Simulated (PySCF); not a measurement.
B(Me)(OH)(SMe) (C2H7BOS), SMILES CSB(C)O. The structure is a stationary point at PBE0-D3(BJ)/def2-SVP. The values are those of a single conformer.

Computed equilibrium geometry at PBE0-D3(BJ)/def2-SVP (PySCF confirms it by a frequency run) as a Z-matrix, and its point group (one conformer of several):
point group Cs.
```
B
O 1 1.3628
H 2 0.9623 1 112.63
C 1 1.5761 2 123.18 3 0.00
H 4 1.0990 1 113.31 2 -180.00
H 4 1.1037 5 107.72 1 -122.56
H 4 1.1037 5 107.72 6 -114.88
S 1 1.8052 2 117.76 3 -180.00
C 8 1.8146 1 102.73 2 0.00
H 9 1.0977 8 107.39 1 -180.00
H 9 1.0978 10 109.41 8 -120.31
H 9 1.0978 10 109.41 11 -119.39
```
